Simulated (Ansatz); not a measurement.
Relaxation of SnHMe2Et (C₄H₁₂Sn) (charge 0, singlet) with RKS r2SCAN-D4/def2-SVP in Ansatz.

Positions (Å) and forces (eV/Å) at steps 22, 24 of 24:

```xyz
17
step=22 energy=-10171.1409 eV
Sn    0.051    0.682    0.396    0.004    0.003   -0.002
H    -0.083    0.916    2.103   -0.001    0.000   -0.001
C     2.131    0.382   -0.117    0.003   -0.004   -0.003
H     2.730    1.254    0.183    0.000   -0.003   -0.001
H     2.234    0.241   -1.204   -0.001    0.001    0.007
H     2.530   -0.509    0.391    0.000    0.005   -0.001
C    -0.702    2.426   -0.638   -0.002   -0.001   -0.001
H    -1.759    2.597   -0.385    0.000    0.001   -0.001
H    -0.619    2.282   -1.726    0.000    0.000    0.001
H    -0.124    3.319   -0.357    0.001   -0.001    0.001
C    -1.086   -1.083   -0.169   -0.007   -0.015    0.004
C    -0.631   -2.355    0.545    0.007    0.016    0.001
H    -0.994   -1.190   -1.264    0.001    0.002    0.008
H    -2.150   -0.874    0.035    0.009   -0.003    0.000
H    -1.221   -3.234    0.233    0.001   -0.001    0.002
H     0.427   -2.587    0.337   -0.012    0.003   -0.001
H    -0.733   -2.268    1.640   -0.001   -0.003   -0.013
17
step=24 energy=-10171.1411 eV
Sn    0.045    0.687    0.401   -0.005    0.012   -0.003
H    -0.095    0.941    2.104    0.003   -0.009    0.001
C     2.125    0.373   -0.102    0.003   -0.002    0.000
H     2.725    1.250    0.183    0.000   -0.002   -0.001
H     2.231    0.212   -1.186   -0.002    0.001    0.004
H     2.522   -0.507    0.425    0.000    0.003   -0.001
C    -0.699    2.425   -0.648    0.003   -0.003   -0.008
H    -1.756    2.602   -0.401    0.000   -0.001    0.001
H    -0.612    2.274   -1.734   -0.001    0.003   -0.001
H    -0.119    3.318   -0.370    0.000    0.000    0.000
C    -1.097   -1.078   -0.157   -0.004   -0.016    0.006
C    -0.616   -2.356    0.528    0.005    0.015    0.001
H    -1.035   -1.170   -1.255    0.001    0.003    0.010
H    -2.157   -0.877    0.079    0.010   -0.002   -0.001
H    -1.211   -3.234    0.221    0.002   -0.002    0.002
H     0.437   -2.579    0.286   -0.012    0.002    0.001
H    -0.688   -2.284    1.626   -0.001   -0.003   -0.013
```

In the def2 sets Sn takes a core potential; there is no spin–orbit coupling.
